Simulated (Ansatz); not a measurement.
Basis sets compared for GeTe₄. Total charge 0; singlet. Geometry PBE-D4/def2-SVP. Ansatz on 4 threads of Arm Neoverse V1 on a shared host; times are rough, and most runs start from earlier orbitals.

```xyz
5

Ge   -0.895    0.417    1.449
Te    1.028    2.146    0.561
Te    1.621   -0.533    0.586
Te    0.311   -1.592   -1.684
Te   -2.065   -0.439   -0.912
```

In the def2 sets Te takes a core potential; there is no spin–orbit coupling. The structure comes from a short search, and lower isomers may exist.

Binding counts from free atoms (Ge triplet, Te triplet) in the same basis, without a counterpoise term.

| level | functions | energy (Eh) | HOMO (eV) | LUMO (eV) | binding per atom (eV) | wall time |
| --- | --- | --- | --- | --- | --- | --- |
| PBE-D4/def2-SVP | 136 | -3148.6464 | -4.68 | -3.71 | 2.46 | 2.2 s |
| PBE-D4/def2-TZVP | 248 | -3148.9522 | -4.74 | -3.70 | 2.49 | 4.3 s |
| r2SCAN-D4/def2-TZVP | 248 | -3149.6725 | -4.95 | -3.72 | 2.26 | 9.5 s |
| PBE0-D4/def2-SVP | 136 | -3148.7511 | -5.60 | -3.20 | 2.24 | 4.2 s |
| PBE0-D4/def2-TZVP | 248 | -3149.0559 | -5.62 | -3.14 | 2.30 | 13 s |

(1) Estimate the rows for PBE-D4/def2-TZVPD, r2SCAN-D4/def2-TZVPD, PBE0-D4/def2-TZVPD.

Results:

(1) 
```tsv
level	functions	energy (Eh)	HOMO (eV)	LUMO (eV)	binding per atom (eV)	wall time
PBE-D4/def2-TZVPD	290	-3148.9539	-4.77	-3.73	2.50	7.5 s
r2SCAN-D4/def2-TZVPD	290	-3149.6743	-4.96	-3.74	2.27	13 s
PBE0-D4/def2-TZVPD	290	-3149.0575	-5.64	-3.16	2.30	15 s
```
